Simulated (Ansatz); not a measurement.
A run for Ansatz (a first-principles code): R-r2SCAN/def2-TZVPP on FH4NOSi (SMILES N[SiH](O)F), a point of a torsion scan.

Ansatz 0.2 input:
```yaml
crystal:
  periodic: [false, false, false]
  atoms:
    - {symbol: N, position_ang: [1.18419417, -0.34676915, -0.18414075]}
    - {symbol: Si, position_ang: [-0.30359632, 0.43664121, 0.11584902]}
    - {symbol: O, position_ang: [-1.45421661, -0.46222697, -0.57457291]}
    - {symbol: F, position_ang: [-0.20263625, 1.81884459, -0.69120169]}
    - {symbol: H, position_ang: [2.04520037, 0.16193485, -0.08487896]}
    - {symbol: H, position_ang: [1.30707473, -1.31946055, 0.03377213]}
    - {symbol: H, position_ang: [-0.63971523, 0.82038955, 1.47784329]}
    - {symbol: H, position_ang: [-2.22787688, -0.75800310, -0.10838157]}
basis:
  gaussian:
    orbitals: def2-TZVPP
hamiltonian:
  xc: {name: r2SCAN}
scf: {lower_state_search: off}
```

**Question.** Give the final energy of this run.

**Answer.** -521.8574 hartree.
